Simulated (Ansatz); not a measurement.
C₄H₄F₄, SMILES `F[C@@H]1C[C@@H](F)C1(F)F`, relaxed with RKS PBE-D4/def2-SVP in Ansatz 0.2.0 from a rough embedded geometry. The force threshold is 0.03 eV/Å; the program also tests the step.

The species carries charge 0 and has multiplicity 1.

Start:

```xyz
12

F    -0.857   -1.419    1.311
C    -0.473   -0.171    0.949
C    -0.956    0.258   -0.463
C     0.361   -0.185   -0.930
F     0.877    0.548   -2.009
C     0.986    0.048    0.427
F     1.475    1.293    0.671
F     1.901   -0.842    0.878
H    -0.728    0.566    1.762
H    -1.138    1.378   -0.522
H    -1.836   -0.238   -0.826
H     0.389   -1.236   -1.248
```

Problem. How much energy does the relaxation release, and in how many steps? (An estimate is asked.)

Solution. Ansatz gave: 34.84 kJ/mol, in 6 steps, 1 of them rejected.

Problem. Which bonds change most? (Best estimate.)

Solution. Ansatz gave: C3–C4 from 1.466 to 1.547 Å; C4–F5 from 1.403 to 1.367 Å; C4–C6 from 1.512 to 1.548 Å; C3–H11 from 1.073 to 1.105 Å.

Problem. Give the relaxed structure. (An estimate is asked.)

Solution. Ansatz gave: 
```xyz
12

F    -0.799   -1.394    1.333
C    -0.493   -0.097    0.982
C    -0.987    0.257   -0.441
C     0.394   -0.162   -0.999
F     0.946    0.608   -1.985
C     0.958    0.007    0.432
F     1.455    1.261    0.626
F     1.859   -0.895    0.876
H    -0.746    0.590    1.817
H    -1.132    1.349   -0.553
H    -1.879   -0.290   -0.798
H     0.423   -1.234   -1.290
```
